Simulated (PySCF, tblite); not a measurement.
Isomers of C6H6NP, one GFN2-xTB conformer each. Single-point energies are computed at PBE0/pcSseg-1 (PySCF, gas phase, no added dispersion term), electronic only.

Question: Rank them by PBE0/pcSseg-1 energy, lowest first (kcal/mol).
A. `[CH2:1]=[CH:2][c:3]1[cH:4][n:5][cH:6][cH:7][p:8]1` with C1–C2–C3–C4 180°
B. `[CH2:1]=[P:2][c:3]1[cH:4][cH:5][cH:6][n:7][cH:8]1` with C1–P2–C3–C4 -45°

Answer: B (0.0), A (0.9).

As drawn, the higher has a C=C bond outside aromatic rings, which the lower lacks. Neighbours under 2.5 kcal/mol apart (C=Pc1cccnc1 and C=Cc1cnccp1) can change places with a better method, another conformer or zero-point energy. GFN2-xTB itself gives, in the same order: 0.1, 0.0. GFN2-xTB puts C=Cc1cnccp1 lowest instead.

Which frontier levels, dipoles and rotational constants go with these structures?

| SMILES | HOMO (eV, PBE0/pcSseg-1) | LUMO (eV) | dipole (D) | A, B, C (MHz) |
| --- | --- | --- | --- | --- |
| C=Pc1cccnc1 | -7.29 | -2.02 | 2.55 | 4532, 1188, 984.6 |
| C=Cc1cnccp1 | -7.04 | -2.40 | 1.07 | 3645, 1493, 1059 |

What happens when harmonic zero-point energies from GFN2-xTB frequencies are added?

```tsv
SMILES	ZPE (kcal/mol)	electronic (kcal/mol)	with ZPE (kcal/mol)
C=Pc1cccnc1	63.6	0.0	0.0
C=Cc1cnccp1	63.7	0.9	1.0
```

The zero-point energies span 0.1 kcal/mol. The order is unchanged.

As an exercise, what shares would exp(−E/RT) give at 1000 K from these electronic energies alone (no entropy, no degeneracies)?

RT = 1.987 kcal/mol: C=Pc1cccnc1 61.4 %, C=Cc1cnccp1 38.6 %.
